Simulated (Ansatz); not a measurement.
C3H6BFSi (`CB1C=C(F)[SiH2]1`). Total charge 0; spin multiplicity 1. The structure was optimised at the PBE0-D4/def2-TZVP level.

```xyz
12

C    -0.379   -1.471    1.326
B    -0.118   -0.306    0.334
C    -0.910    0.973    0.024
C    -0.157    1.531   -0.957
F    -0.438    2.671   -1.568
Si    1.225    0.246   -1.085
H    -1.206   -1.300    2.019
H     0.519   -1.720    1.900
H    -0.607   -2.376    0.748
H    -1.829    1.399    0.424
H     1.320   -0.420   -2.415
H     2.579    0.773   -0.752
```

What is the dipole moment at PBE/def2-TZVPP? (Estimate.)

Computed: 1.24 D, with components (-0.43, -0.80, 0.83) D in this frame, pointing from negative to positive charge.

And with r2SCAN, B3LYP, ωB97M-V? (An estimate is asked.)

Computed: r2SCAN 1.29 D, B3LYP 1.34 D, ωB97M-V 1.35 D.

Give the Mulliken charges with PBE, B3LYP, ωB97M-V in def2-TZVPP. (An estimate is asked.)

Ansatz gave: 
| atom | PBE | B3LYP | ωB97M-V |
| --- | --- | --- | --- |
| C1 | -0.32 | -0.30 | -0.33 |
| B2 | 0.10 | 0.13 | 0.08 |
| C3 | -0.08 | -0.14 | -0.11 |
| C4 | 0.15 | 0.17 | 0.11 |
| F5 | -0.13 | -0.18 | -0.17 |
| Si6 | 0.01 | 0.07 | 0.03 |
| H7 | 0.10 | 0.09 | 0.11 |
| H8 | 0.11 | 0.10 | 0.12 |
| H9 | 0.11 | 0.10 | 0.11 |
| H10 | 0.07 | 0.10 | 0.11 |
| H11 | -0.06 | -0.07 | -0.03 |
| H12 | -0.06 | -0.07 | -0.03 |

B3LYP here is the variant with VWN-RPA as its local correlation; programs differ in this.
